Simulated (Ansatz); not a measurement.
`C[Se]B[SiH3]` + silanol → `[SiH3]BO[SiH3]` + `C[SeH]` at 700 K and 1 bar (ligand exchange at a B–Se bond).

Calculated with Ansatz (gas phase, PBE0-D4/def2-TZVP geometries, no zero-point term in ΔE). CCSD(T)/CBS adds triple-zeta CCSD(T) − MP2 to the extrapolated MP2 energy (def2 sets, frozen cores). For Se outer-core shells are correlated without core-valence functions, which leaves a few kJ/mol of doubt a bond. Scalar relativity is left out up to krypton. Each species was taken in one conformer, which may not be the lowest.

| species | CCSD(T)/CBS energy (Eh) | H − E (kJ/mol) | S (J/(mol·K)) |
| --- | --- | --- | --- |
| `C[Se]B[SiH3]` | -2756.84434 | 278.6 | 486.2 |
| `O[SiH3]` | -366.69042 | 144.6 | 321.6 |
| `[SiH3]BO[SiH3]` | -682.38605 | 259.2 | 485.8 |
| `C[SeH]` | -2441.15625 | 157.6 | 325.3 |

H − E and S are ideal-gas, rigid-rotor, harmonic terms from PBE0-D4/def2-TZVP, for one conformer and one mirror image of each species. 1 Eh = 2625.50 kJ/mol, R = 8.31446 J/(mol·K).

Q: By hand: ΔE, ΔH, ΔS and ΔG.

A: ΔE = (-682.38605) + (-2441.15625) − (-2756.84434) − (-366.69042) = -0.00754 Eh = -19.8 kJ/mol. Δ(H − E) = 259.2 + 157.6 − 278.6 − 144.6 = -6.4, so ΔH = -26.2 kJ/mol. ΔS = 485.8 + 325.3 − 486.2 − 321.6 = 3.3 J/(mol·K). ΔG = -26.2 − 700 × (3.3)/1000 = -28.5 kJ/mol.

Q: By hand: the equilibrium constant, and the temperature at which ΔG would vanish if ΔH and ΔS stayed fixed.

A: log₁₀ K = −ΔG/(RT ln 10) = 2.1. ΔH and −TΔS have one sign here, so there is no such temperature. One of them is within its doubt of zero, so this could turn.

The number of gas molecules stays the same, so ΔS is small and ΔH decides. A doubt of 5 kJ/mol in ΔE shifts log₁₀ K by 0.4 here. Other conformers and mirror images would add mixing entropy, several J/(mol·K) or more a flexible species. Modes under 60 cm⁻¹, often nearly free rotors, make the harmonic entropy too high. These are equilibria of isolated gas molecules and say nothing of rates. Largest T1 diagnostic: 0.014 (customary marks: 0.02 for closed shells, 0.045 for open ones).
